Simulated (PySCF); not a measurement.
## A series of derivatives of CSC1CC(F)O1

Parent skeleton `[CH3:1][S:2][CH:3]1[CH2:4][CH:5]([F:6])[O:7]1`; one hydrogen on atom 5 is replaced by X. Hydrogens on one atom are averaged.

How the numbers were obtained: geometry: GFN2-xTB, GIAO PBE0/pcSseg-1 shieldings, in PySCF 2.14 (a single conformation, no solvent model, relativity neglected, equivalent nuclei averaged).

Referencing at the same level of theory: 13C, 1H vs TMS; 33S against CS2; CFCl3 for 19F; H2O for 17O.

Question: Give δ (ppm) for X = CH2F, COCH3, CH2OH.

Answer: 
```tsv
X	SMILES	C1	S2	C3	C4	C5	F6	O7	H(C1)	H(C3)
CH2F	CS[C@@H]1C[C@@](F)(CF)O1	17.9	34.0	85.7	36.5	119.7	-119.9	143.8	2.31	5.50
COCH3	CS[C@@H]1C[C@@](F)(C(C)=O)O1	18.3	36.8	87.0	34.3	117.1	-121.5	149.2	2.29	5.37
CH2OH	CS[C@@H]1C[C@](F)(CO)O1	18.1	33.3	86.3	35.7	123.6	-122.8	147.1	2.25	5.71
```

Question: Which position responds most, and to which substituents?

Answer: C5: from 117.1 ppm with COCH3 to 123.6 ppm with CH2OH.

Unscaled 19F shifts against computed CFCl3 carry errors that often reach 10 to 50 ppm. Experimental scales use liquid or dissolved standards, which lie at an offset from isolated H2O (liquid H2O: subtract about 36 ppm).
